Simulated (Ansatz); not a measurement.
hydrogen iodide (HI), singlet, at a GFN2-xTB geometry (core potentials on I); Ansatz (a program for electronic structure) with REVPBE/def2-SVPD.

The Ansatz input:
Ansatz 0.2 input:
```yaml
crystal:
  periodic: [false, false, false]
  atoms:
    - {symbol: I, position_ang: [-0.00000000, -0.00000000, -0.02909860]}
    - {symbol: H, position_ang: [0.00000000, 0.00000000, 1.54222583]}
basis:
  gaussian:
    orbitals: def2-SVPD
hamiltonian:
  xc: revpbe
accuracy: high
```

**Question.** Predict the main parts of the log of this Ansatz run.

**Answer.** 
```
Functional definition: revPBE
916 factors; integrals over basis functions are off by at most 3.1e-9 eV
mean field evaluation 1: about -8118.0884 eV, gradient 5.4e0 eV
mean field evaluation 2: about -8118.1065 eV, gradient 5.6e0 eV
mean field evaluation 4: about -8118.2145 eV, gradient 5.2e-1 eV
mean field evaluation 8: about -8118.2123 eV, gradient 4.1e-3 eV
mean field evaluation 16: about -8118.2123 eV, gradient 4.4e-8 eV
mean field -8118.21226828 eV, -298.3387981372 hartree, gradient 4.4e-8 eV, S^2 0.000000; 0 other end points of the search recorded, 0 dependent functions left out
reference -8118.21227313 eV, -298.3387983158 hartree; 13, 13 occupied and 30, 30 virtual orbitals, 916 factors
Total energy: -8118.21227313 eV, -298.3387983158 hartree
```
